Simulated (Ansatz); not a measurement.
Two members of one family ((SiO2)n), computed with Ansatz in the gas phase. The two geometries come from different levels. Binding counts from free atoms in the multiplicity of their measured ground term, without zero-point energy. A dash marks a value that wasn't run or was left out as unsound. The structures are stationary points that may keep the symmetry of their start. Remarks come from the PBE and PBE0 runs and from stability tests at other levels; not every state was tested. HOMO above LUMO (over both spins in singlets and doublets, within one spin in higher multiplets; at PBE or PBE0), or a gap under 0.15 eV within one spin, warns that the state may not be the lowest or that an electron is smeared out.

First: Si3O6 (singlet, charge 0, PBE0-D4/def2-SVP geometry).

| atom | x (Å) | y (Å) | z (Å) |
| --- | --- | --- | --- |
| Si1 | -0.0001 | 0.0001 | -0.0001 |
| Si2 | -0.0747 | -0.4509 | 2.3361 |
| Si3 | 0.0745 | 0.4510 | -2.3363 |
| O4 | 0.9791 | 0.3632 | 1.3075 |
| O5 | 0.6419 | -0.7770 | -1.3359 |
| O6 | -1.0525 | -0.8119 | 1.0156 |
| O7 | -0.5673 | 1.2255 | -0.9872 |
| O8 | 0.1208 | 0.7372 | -3.8205 |
| O9 | -0.1218 | -0.7371 | 3.8208 |

| level | HOMO (eV) | LUMO (eV) | gap (eV) | vertical IE (eV) | vertical triplet (eV) | binding per atom (eV) |
| --- | --- | --- | --- | --- | --- | --- |
| PBE-D4/def2-SVP | -7.86 | -3.54 | 4.32 | – | – | 5.30 |
| PBE-D4/def2-TZVP | -8.08 | -3.85 | 4.24 | 10.87 | 4.45 | 5.45 |
| r2SCAN-D4/def2-TZVP | -8.41 | -3.54 | 4.87 | – | 4.74 | 5.33 |
| PBE0-D4/def2-SVP | -9.53 | -2.71 | 6.83 | – | – | 5.01 |
| PBE0-D4/def2-TZVP | -9.68 | -2.96 | 6.73 | 11.44 | 4.81 | 5.20 |

Remarks: gap within one spin near zero at PBE or PBE0 (+1 doublet), gap within one spin near zero at PBE or PBE0 (triplet).

Second: Si4O8 (singlet, charge 0, PBE-D4/def2-SVP geometry).

```xyz
12

Si    1.2098    2.0434   -0.6163
Si    2.2340   -0.8598   -0.5400
Si   -0.6403   -0.2204    0.2138
Si   -2.7984   -0.9623    0.9412
O     2.2912    0.7879   -0.7689
O     0.6792   -1.1881   -0.0473
O    -2.0487   -0.7371   -0.5736
O    -1.3763   -0.4400    1.7238
O     3.3731   -1.8668   -0.7419
O     1.4700    3.5313   -0.8841
O    -4.1796   -1.4364    1.4066
O    -0.2139    1.3482   -0.1132
```

Question: Estimate the same table for the second.

Answer: 
```json
{"level": "PBE-D4/def2-SVP", "HOMO (eV)": "-7.65", "LUMO (eV)": "-3.84", "gap (eV)": "3.81", "vertical IE (eV)": "–", "vertical triplet (eV)": "–", "binding per atom (eV)": "5.38"}
{"level": "PBE-D4/def2-TZVP", "HOMO (eV)": "-7.92", "LUMO (eV)": "-4.18", "gap (eV)": "3.74", "vertical IE (eV)": "10.29", "vertical triplet (eV)": "3.90", "binding per atom (eV)": "5.52"}
{"level": "r2SCAN-D4/def2-TZVP", "HOMO (eV)": "-8.25", "LUMO (eV)": "-3.91", "gap (eV)": "4.34", "vertical IE (eV)": "–", "vertical triplet (eV)": "4.20", "binding per atom (eV)": "5.39"}
{"level": "PBE0-D4/def2-SVP", "HOMO (eV)": "-9.34", "LUMO (eV)": "-3.03", "gap (eV)": "6.30", "vertical IE (eV)": "–", "vertical triplet (eV)": "–", "binding per atom (eV)": "5.09"}
{"level": "PBE0-D4/def2-TZVP", "HOMO (eV)": "-9.54", "LUMO (eV)": "-3.32", "gap (eV)": "6.21", "vertical IE (eV)": "11.08", "vertical triplet (eV)": "4.53", "binding per atom (eV)": "5.25"}
```

Remarks: gap within one spin near zero at PBE or PBE0 (+1 doublet), gap within one spin near zero at PBE or PBE0 (triplet).
